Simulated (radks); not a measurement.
The neon ion Ne2+ inside a hard spherical wall (all orbitals vanish at R), configuration held at [He] 2s2 2p4 and not refilled when levels cross. Method: scalar-relativistic Kohn-Sham, LDA (Slater exchange, Perdew-Wang correlation), spin-unpolarised, spherical densities, finite nucleus; Fermi nuclear charge, rms radius 3.0055 fm; computed with a radial shooting solver on a logarithmic mesh with Libxc functionals. Eigenvalues in eV, with the zero of energy where the potential of the charges vanishes at infinity; a dash marks a level that is unbound or too diffuse for the functional's potential to be trusted. A positive occupied level is held by the wall or, in an anion where self-interaction has pushed it up, behind a barrier. The pressure on the wall is -dE/dV.

R (bohr)  E (hartree)  kinetic (hartree)    e(1s)    e(2s)    e(2p)  e(3s, empty)  e(3p, empty)  pressure (GPa)
free       -125.94694            125.798  -876.37  -77.703  -54.944       -16.159       -11.965               0
20         -125.94694            125.798  -876.37  -77.703  -54.944       -16.159       -11.965        < 0.0001
10         -125.94694            125.798  -876.37  -77.703  -54.944       -16.159       -11.962        < 0.0001
8          -125.94694            125.798  -876.37  -77.703  -54.944       -16.151       -11.922        < 0.0001
5          -125.94693            125.799  -876.37  -77.703  -54.943       -15.328       -10.400         0.00374
4          -125.94653            125.804  -876.34  -77.685  -54.923       -12.800        -7.020           0.217
2          -125.49504            128.437  -866.65  -71.097  -47.498        55.350        58.775             907
